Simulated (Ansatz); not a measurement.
Reaction (atomization): `OC1[SiH2]CB1F` → B• + 2 C• + F• + 6 H• + O• + Si•

Program: Ansatz. Geometries: PBE0-D4/def2-TZVP. ΔE: electronic, gas phase. CBS: MP2 limit from def2 TZ/QZ plus the TZ coupled-cluster correction, frozen cores. This one scheme is used for every species, atoms too. Functionals use def2-TZVPP. B3LYP here is the variant with VWN-RPA as its local correlation; programs differ in this. HSE06 is defined as in plane-wave codes. Open shells (•) are unrestricted, without spin–orbit coupling. Spin–orbit coupling would lower the free atoms: a little for B, C, F, O, Si. One conformer a species, not always the lowest.

`OC1[SiH2]CB1F`:

```xyz
12

O    -0.433    0.900    2.101
C     0.047    0.144    1.031
Si    0.608    0.699   -0.739
C    -0.125   -0.990   -1.180
B    -0.915   -0.725    0.159
F    -2.223   -0.846    0.319
H     0.271    1.465    2.429
H     0.902   -0.508    1.296
H    -0.161    1.842   -1.292
H     2.067    0.908   -0.934
H     0.659   -1.747   -1.099
H    -0.696   -1.142   -2.093
```

| level | ΔE (kJ/mol) | difference from CCSD(T)/CBS |
| --- | --- | --- |
| LDA (SPW92) | 5416.9 | 731.5 |
| PBE-D4 | 4806.5 | 121.1 |
| revPBE-D4 | 4680.6 | -4.8 |
| BLYP-D4 | 4676.5 | -8.9 |
| r2SCAN-D4 | 4726.4 | 41.0 |
| B97M-V | 4718.5 | 33.1 |
| PBE0-D4 | 4718.6 | 33.2 |
| r2SCANh-D4 | 4694.5 | 9.1 |
| r2SCAN0-D4 | 4649.3 | -36.1 |
| HSE06-D4 | 4722.4 | 37.0 |
| BHLYP-D4 | 4545.1 | -140.3 |
| ωB97X-V | 4709.9 | 24.5 |
| ωB97M-V | 4716.2 | 30.8 |
| PBE-QIDH | 4682.6 | -2.8 |
| PBE | 4780.6 | 95.2 |
| revPBE | 4600.4 | -85.0 |
| BLYP | 4619.2 | -66.2 |
| r2SCAN | 4720.0 | 34.6 |
| PBE0 | 4696.8 | 11.4 |
| B3LYP | 4640.8 | -44.6 |
| r2SCAN0 | 4641.9 | -43.5 |
| HSE06 | 4702.1 | 16.7 |
| BHLYP | 4513.7 | -171.7 |
| CAM-B3LYP | 4691.9 | 6.5 |
| LC-ωPBE | 4707.0 | 21.6 |
| HF/def2-SVP | 3485.2 | -1200.2 |
| MP2/def2-SVP | 4537.0 | -148.4 |
| CCSD/def2-SVP | 4395.2 | -290.2 |
| CCSD(T)/def2-SVP | 4444.1 | -241.3 |
| HF/def2-TZVPP | 3446.5 | -1238.9 |
| MP2/def2-TZVPP | 4675.6 | -9.8 |
| SCS-MP2/def2-TZVPP | 4623.9 | -61.5 |
| CCSD/def2-TZVPP | 4493.0 | -192.4 |
| CCSD(T)/def2-TZVPP | 4565.6 | -119.8 |
| HF/def2-QZVPP | 3453.1 | -1232.3 |
| MP2/def2-QZVPP | 4746.6 | 61.2 |
| SCS-MP2/def2-QZVPP | 4702.5 | 17.1 |
| HF/CBS(def2) | 3454.2 | -1231.2 |
| MP2/CBS(def2) | 4795.3 | 109.9 |
| CCSD/CBS(def2) | 4612.8 | -72.6 |
| CCSD(T)/CBS | 4685.4 | 0 |

Largest T1 diagnostic among the species: 0.014.

The D4 term adds +41.8 kJ/mol with B3LYP and +21.8 kJ/mol with PBE0; it sums over pairs of atoms, weighted by their polarisabilities, and B3LYP, whose exchange is more repulsive, gets the larger term. From BLYP to BHLYP (50 % exact exchange), in def2-TZVPP and without D4, ΔE moves by −105.4 kJ/mol: exact exchange takes away binding that semilocal exchange gives to molecules. Leaving LDA and LC-ωPBE aside and taking each functional with its dispersion term where it has one, the values spread over 261.4 kJ/mol, from BHLYP-D4 to PBE-D4. LDA lies +636.3 kJ/mol from PBE without D4, its usual overbinding.

For atomizations the MP2-based limit and the directly extrapolated one differ by several kJ/mol either way, and by 10 to 25 for some Ge, Se and Sn compounds, so smaller differences from it don't rank the levels.
